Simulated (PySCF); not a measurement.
## Unknown compound

The spectra below were simulated for a compound C₇H₉NO₂.

1H NMR (600 MHz, computed): δ 7.84 (s, 1H), 7.53 (d, 1H), 6.92 (d, 1H), 4.06 (s, 3H), 3.92 (s, 3H).

13C{1H} NMR (computed): δ 166.0, 156.8, 134.9, 131.8, 116.1, 56.3, 55.9.

Isolated molecule, averaged over atoms made equivalent by symmetry, fast rotation or ring inversion, relativity neglected, one computed conformer. GFN2-xTB geometry; shieldings: GIAO PBE0/pcSseg-1; PySCF 2.14.

Referencing at the same level of theory: TMS for 1H, 13C.

What is the structure?

Results:


The formula gives 4 degrees of unsaturation (1 ring in the answer). 7 carbon signals for 7 carbons: no two carbons are equivalent. Carbon types of the structure: 2 × C, 3 × CH, 2 × CH3, which accounts for all hydrogens. δC 166.0, 156.8: aromatic carbon bearing oxygen; σ withdrawal by the attached heteroatom moves it downfield of the ring CH carbons. δC 134.9, 116.1: aromatic CH. δC 131.8: aromatic CH next to a ring nitrogen. δC 56.3, 55.9: methyl carbon bonded to O; pulled downfield by the heteroatom. δH 7.84: hydrogen on an aromatic CH next to a ring nitrogen; the ring current deshields protons in the ring plane. δH 7.53, 6.92: hydrogen on an aromatic CH. δH 4.06, 3.92: hydrogen on a methyl carbon bonded to O; its carbon carries O, which withdraws density.

These data were computed for `COc1ccc(OC)nc1`.

The shifts were computed for this structure.

Shifts are as computed. Against solution values, carbons near 30 ppm lie about +3 ppm off and those near 130 ppm about +5 ppm. Of 1211 compounds with measured shifts, 218 miss one by over three times the rms of a fit or turn the order of signals round; such compounds aren't used in these exercises. No couplings were computed; multiplicities are counted from neighbouring protons, with m where these are inequivalent, close in shift, in a saturated or five-membered ring or joined by F or P, and br s for small geminal =CH2 splittings.
